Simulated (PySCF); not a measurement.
Bonds: Si1-N2 1.945 Å, Si1-N6 1.945 Å, Si1-F10 1.676 Å, Si1-F11 1.675 Å, Si1-F12 1.675 Å, Si1-F13 1.676 Å. N2 carries H3, H4, H5; N6 carries H7, H8, H9.

Geometry: PBE0-D3(BJ)/def2-SVP; GIAO absolute shieldings from PySCF, gas phase, non-relativistic, averaged over equivalent atoms.

At PBE0/pcSseg-1 (156 basis functions, 22 s wall time on 1 thread of an Arm Neoverse V1, shared host):
```
            atoms  σ (ppm)
              Si1    524.1
            N2/N6    211.8
H3/H4/H5/H7/H8/H9    28.67
  F10/F11/F12/F13    311.1
```

Q: What do these become at wB97X-D/pcSseg-1?

A: 
```
            atoms  σ at wB97X-D/pcSseg-1  change
              Si1                  524.8    +0.7
            N2/N6                  211.3    -0.5
H3/H4/H5/H7/H8/H9                  28.71   +0.04
  F10/F11/F12/F13                  314.3    +3.2
```

The largest change is at F10/F11/F12/F13 (fluorine bonded to Si). Cost: 156 basis functions, 20 s wall time on 1 thread of an Arm Neoverse V1, shared host.
